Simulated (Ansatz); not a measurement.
Reaction (ligand exchange at a B–O bond): `BO[CH2][GeH3]` + `C[NH][ZnH]` → `B[N](C)[ZnH]` + `O[CH2][GeH3]`

Calculated with Ansatz (gas phase, PBE0-D4/def2-TZVP geometries, no zero-point term in ΔE). CCSD(T)/CBS adds triple-zeta CCSD(T) − MP2 to the extrapolated MP2 energy (def2 sets, frozen cores). Functionals use def2-TZVPP. B3LYP here is the variant with VWN-RPA as its local correlation; programs differ in this. For Ge, Zn outer-core shells are correlated without core-valence functions, which leaves a few kJ/mol of doubt a bond. Scalar relativity is left out up to krypton. One conformer a species, not always the lowest.

```csv
level,ΔE (kcal/mol)
B3LYP-D4,-1.9
ωB97M-V,-2.8
r2SCAN,-3.0
MP2/def2-TZVPP,-3.6
```

**Question.** What does CCSD(T)/CBS give? (Best estimate.)

**Answer.** Computed: -3.1 kcal/mol. The listed levels differ from it by 1.2, 0.3, 0.1, -0.5 kcal/mol.

Largest T1 diagnostic among the species: 0.016.

In def2-TZVPP, CCSD(T) changes the Hartree–Fock value by −2.5 kcal/mol (the triples alone add −0.4 kcal/mol) and MP2 by −2.5 kcal/mol.
